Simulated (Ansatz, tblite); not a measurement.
Cost and result up the ladder for Na₄Li (5 atoms). Charge 0, multiplicity 2. Geometry: PBE/def2-TZVP.

```xyz
5

Li   -0.775    0.067    0.346
Na   -0.613    3.061    1.399
Na    1.986    1.562   -0.253
Na   -1.859   -2.867   -0.265
Na    1.262   -1.823   -1.228
```

Ansatz on 4 threads of Arm Neoverse V2 on a shared host; xTB runs through tblite on one thread. Times are rough, summed over both states, and most runs start from the orbitals of an earlier one. RPA@PBE/def2-TZVP serves as the yardstick here, not as an exact answer. Differences are given only for rows in sets of like size (and for xTB, whose basis is part of the method), since another set adds its own error. The other state is a quartet at its own geometry, which has other bonds, so the gap mixes isomer and spin.

The xTB rows come from tblite. B3LYP takes the VWN-RPA correlation. Correlated methods freeze 4 core orbitals; core or outer-core shells of Li, Na are correlated, in sets that lack core-valence functions. The structure comes from a short search, and lower isomers may exist.

Run but left out: HF/6-31G, HF/def2-TZVP, HF/def2-TZVPP, MP2/def2-TZVP, MP2/def2-TZVPP, CCSD/def2-TZVPP, CCSD(T)/def2-TZVPP (doublet: ⟨S²⟩ 1.23 to 1.42, where a pure state has 0.75).

Correlated methods converge slowly with the basis.

xTB has no spin-polarisation term.

| level | functions | quartet − doublet (eV) | difference from RPA@PBE/def2-TZVP (eV) | remarks |
| --- | --- | --- | --- | --- |
| revPBE/def2-TZVP | 142 | 0.39 | 0.01 | – |
| GFN2-xTB | 20 | 0.85 | 0.47 | – |
| PBE/def2-TZVP (with forces) | 142 | 0.40 | 0.01 | – |
| B3LYP/6-31G | 61 | 0.66 | – | – |
| r2SCANh/def2-TZVP | 142 | 0.17 | -0.21 | spin-contaminated (⟨S²⟩ 0.86) (doublet) |
| RPA@PBE/def2-TZVP | 142 | 0.38 | 0.00 | – |
| PBE0/def2-TZVP | 142 | 0.36 | -0.02 | – |
| CAM-B3LYP/def2-TZVP | 142 | 0.67 | 0.29 | – |
| B97M-V/def2-TZVP | 142 | 0.32 | -0.06 | – |
| r2SCAN/def2-TZVP | 142 | 0.16 | -0.22 | spin-contaminated (⟨S²⟩ 0.85) (doublet) |
| B2PLYP/def2-TZVP | 142 | 0.56 | 0.17 | spin-contaminated (⟨S²⟩ 0.83) (doublet) |

Estimate how long each takes.

GFN2-xTB 0.004 s; PBE/def2-TZVP (with forces) 5.2 s; B3LYP/6-31G 5.2 s; revPBE/def2-TZVP 5.3 s; PBE0/def2-TZVP 6.9 s; CAM-B3LYP/def2-TZVP 8.7 s; RPA@PBE/def2-TZVP 8.8 s; B2PLYP/def2-TZVP 10 s; B97M-V/def2-TZVP 22 s; r2SCAN/def2-TZVP 23 s; r2SCANh/def2-TZVP 25 s. On shared hardware such times vary by a factor of up to 3.
